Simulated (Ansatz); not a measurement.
Cost and result for the atomization energy of FGaH2OS (`[OH][Ga]([F])[SH]`) (6 atoms, 5 bonds).

Total charge 0; spin multiplicity 1. Correlated methods include outer-core shells of Ga, which these sets cover unevenly. Scalar relativity is left out up to krypton. The geometry is a stationary point of PBE0-D4/def2-TZVP. It is one conformer, not always the lowest. Program: Ansatz. Hardware: A = 2 threads of an AMD EPYC 7R13 on a shared host; B = 2 threads of an AMD EPYC 7R13 on a shared host and a share of an NVIDIA H100 80 GB. Times are those of one run each, without the atoms' runs, and a repeat can differ threefold. Electronic energies, without spin–orbit coupling; frozen cores. CCSD(T)/CBS adds CCSD(T) − MP2 in def2-TZVPP to the MP2 limit, and its time is that of the two runs behind it. T1 = 0.014. With those shells the extrapolation isn't a true limit. B3LYP takes the VWN-RPA correlation (the form of Gaussian; ORCA's B3LYP/G).

CCSD(T)/CBS is a level of theory with its own doubt, some kJ/mol a heavy atom from the limit and from the frozen cores, so smaller differences don't rank the functionals.

```csv
level,functions,wall time,atomization (kcal/mol),difference from CCSD(T)/CBS,per bond
PBE-D4/def2-TZVPP (with forces) [A],180,2.3 s,478.4,3.7,0.7
CCSD(T)/def2-TZVPP [B],180,2.5 s,461.5,-13.2,-2.6
PBE0-D4/def2-TZVPP [A],180,3.2 s,463.6,-11.1,-2.2
B3LYP-D4/def2-TZVPP (with forces) [A],180,3.8 s,461.6,-13.1,-2.6
r2SCAN-D4/def2-TZVPP (with forces) [A],180,4.1 s,473.8,-0.9,-0.2
B2PLYP/def2-TZVPP [A],180,4.9 s,463.3,-11.4,-2.3
ωB97X-V/def2-TZVPP [A],180,6.5 s,472.8,-1.9,-0.4
CCSD(T)/def2-QZVPP [B],333,8 s,471.3,-3.4,-0.7
ωB97M-V/def2-TZVPP (with forces) [A],180,9 s,469.8,-4.9,-1.0
CCSD(T)/CBS(def2),–,10 s,474.7,0.0,0.0
```

In def2-TZVPP, CCSD(T) changes the Hartree–Fock value by +143.3 kcal/mol (the triples alone add +10.1 kcal/mol) and MP2 by +162.1 kcal/mol; breaking electron pairs costs correlation energy, which Hartree–Fock lacks. The D4 term adds +4.6 kcal/mol with B3LYP and +2.4 kcal/mol with PBE0; it sums over pairs of atoms, weighted by their polarisabilities, and B3LYP, whose exchange is more repulsive, gets the larger term. From PBE to PBE0 (25 % exact exchange), in def2-TZVPP and without D4, the atomization energy moves by −14.4 kcal/mol: exact exchange takes away binding that semilocal exchange gives to molecules.
